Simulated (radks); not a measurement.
The numbers below are computed, except where a source is named.
Si3+, configuration [Ne] 3s1. Code: a radial shooting solver on a logarithmic mesh with Libxc functionals. Model: non-relativistic Kohn-Sham, exchange-only B88, spin-polarised, spherical densities, point nucleus; open shells are filled with parallel spins first.

Local quantities along the radius. ELF = 1/(1 + alpha^2) is the electron localisation function; alpha = (tau - tau_W)/tau_unif compares the Pauli kinetic energy density with that of the uniform gas (summed over spins); -r V(r) is the screened charge that the Kohn-Sham potential of spin up presents (atomic units); s = |grad rho|/(2 (3 pi^2)^(1/3) rho^(4/3)) is the reduced gradient; r v_xc is r times the local exchange-correlation potential of spin up (hartree bohr).

r (bohr),ELF,alpha,-r V(r),s,r v_xc
0.007247,1.000,0.009595,13.78,0.4010,-0.1205
0.009213,1.000,0.01034,13.70,0.4082,-0.1406
0.01162,1.000,0.01132,13.61,0.4172,-0.1642
0.01477,1.000,0.01277,13.50,0.4293,-0.1933
0.01863,1.000,0.01480,13.35,0.4444,-0.2266
0.02368,1.000,0.01797,13.17,0.4648,-0.2662
0.02986,0.999,0.02281,12.95,0.4909,-0.3092
0.03796,0.999,0.03120,12.66,0.5267,-0.3571
0.04788,0.998,0.04582,12.33,0.5729,-0.4043
0.06086,0.994,0.07565,11.92,0.6369,-0.4499
0.07676,0.981,0.1384,11.46,0.7180,-0.4858
0.0968,0.924,0.2871,10.92,0.8155,-0.5085
0.1231,0.690,0.6708,10.29,0.9015,-0.5159
0.1552,0.332,1.417,9.597,0.8660,-0.5130
0.1973,0.207,1.959,8.807,0.5980,-0.5163
0.2488,0.338,1.399,8.023,0.3394,-0.5852
0.3163,0.646,0.7401,7.205,0.3063,-0.7108
0.3989,0.819,0.4699,6.386,0.4079,-0.7961
0.5071,0.868,0.3897,5.588,0.5753,-0.8257
0.6395,0.844,0.4293,4.936,0.8098,-0.7883
0.8129,0.672,0.6989,4.410,1.177,-0.6899
1.025,0.247,1.744,4.046,1.581,-0.5861
1.303,0.139,2.492,3.814,1.420,-0.5371
1.644,0.652,0.7311,3.751,1.086,-0.6039
2.073,0.983,0.1335,3.635,1.558,-0.5754
2.635,0.999,0.02503,3.484,2.850,-0.4680
3.323,1.000,0.005583,3.355,5.798,-0.3526
4.224,1.000,0.001265,3.252,14.66,-0.2521
5.327,1.000,0.0003029,3.173,46.41,-0.1727

On this mesh the ELF has minima near r = 0.20, 1.2 bohr, which separate the shells, and maxima near 0.51 (0.87).
